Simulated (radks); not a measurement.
Q: These are the eigenvalues of the occupied orbitals of an atom or ion with whole-number occupations (eV). Calculated with a radial shooting solver on a logarithmic mesh with Libxc functionals: Dirac Kohn-Sham, LDA (Slater exchange, VWN5 correlation), spin-unpolarised, spherical densities, finite nucleus; Fermi nuclear charge, rms radius of each element as measured or else 0.836 A^(1/3) + 0.57 fm.

| orbital | eigenvalue |
|---|---|
| 1s1/2 | -9572.153 |
| 2s1/2 | -1224.043 |
| 2p1/2 | -1087.289 |
| 2p3/2 | -1063.476 |
| 3s1/2 | -194.1580 |
| 3p1/2 | -150.5334 |
| 3p3/2 | -147.3311 |
| 3d3/2 | -73.9391 |
| 3d5/2 | -73.5076 |

Which element is it, and in what charge state? The configuration may be excited. Open shells, if any, are shared by 2j + 1.

A: Z = 30, zinc, charge +4: Zn4+ in [Ar] 3d8. The list shows which subshells hold electrons but not how many an open one holds; the 1s level, -351.77 hartree, gives Z - s = 26.5 by -(Z - s)^2/2, which with screening and relativity narrows Z to a few neighbours, and the depths of the outer levels then fix element, charge and occupations together.
